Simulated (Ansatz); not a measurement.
Two structures of TiHOF$_{3}$, singlet, reached by relaxing down either side of one saddle point (PBE0-D4/def2-TZVP). Energies are electronic, without zero-point energy. Computed with Ansatz 0.2.0 (basis: def2-TZVPP and def2-QZVPP); correlated methods freeze the cores. Extrapolation: Hartree–Fock as exp(−7.88 √X), correlation as X^−2.97. First:

```json
{"atom": "Ti1", "x (Å)": "-0.2936", "y (Å)": "0.2437", "z (Å)": "0.2038"}
{"atom": "F2", "x (Å)": "-1.5573", "y (Å)": "-0.9617", "z (Å)": "0.2857"}
{"atom": "O3", "x (Å)": "1.1180", "y (Å)": "-0.4327", "z (Å)": "-0.6022"}
{"atom": "H4", "x (Å)": "1.4710", "y (Å)": "-1.2181", "z (Å)": "-1.0201"}
{"atom": "F5", "x (Å)": "-0.8752", "y (Å)": "1.6296", "z (Å)": "-0.6939"}
{"atom": "F6", "x (Å)": "0.1372", "y (Å)": "0.7392", "z (Å)": "1.8266"}
```

Second:

Ti1  (0.045, 0.564, 0.181)
F2  (-0.738, -1.396, -0.196)
O3  (1.422, 0.127, -0.526)
H4  (-0.002, -1.781, -0.628)
F5  (-0.911, 1.725, -0.781)
F6  (0.185, 0.761, 1.949)
(Å)

**Question.** Which bonds change from the first to the second?

**Answer.** TiHOF₃ ([OH][Ti]([F])([F])[F]) → TiOF₂ ([O][Ti]([F])[F]) + HF (still joined by a long Ti–F bond); bonds formed: F2–H4; bonds broken: O3–H4; bonds weakened to dative contacts: Ti1–F2.

**Question.** Give the saddle point's structure and its height above each. (Judge from chemistry; the value comes from the calculation.)

**Answer.** The calculation gives: 1.896 eV above the first and 0.119 eV above the second (CCSD(T) at an estimated basis limit (MP2 extrapolated from triple and quadruple zeta, plus CCSD(T) − MP2 in triple zeta)).
```csv
atom,x (Å),y (Å),z (Å)
Ti1,-0.0801,0.4627,0.1953
F2,-0.7272,-1.4613,-0.2233
O3,1.2103,-0.2192,-0.5639
H4,0.2426,-1.3271,-0.5655
F5,-0.8555,1.7410,-0.7475
F6,0.2100,0.8039,1.9049
```

The T1 diagnostic stays at or below 0.026. The T1 diagnostic is large here, which may signal multireference character or strong orbital relaxation, so CCSD(T) is less sure. The start structure is not quite a true minimum (one mode of 74i cm⁻¹).

Labels in which every atom is bracketed show which atoms are joined, not bond orders.

For scale, one of the runs: CCSD(T)/def2-TZVPP, 202 basis functions, launched by `ansatz run in.yaml --threads 4 --pin off --events-out ev --progress --plain --max-ram 9574MiB`. Time: 2.5 min of wall clock on 4 CPU threads of an Arm Neoverse V2; the host was shared. Peak host memory: 3.1 GiB.
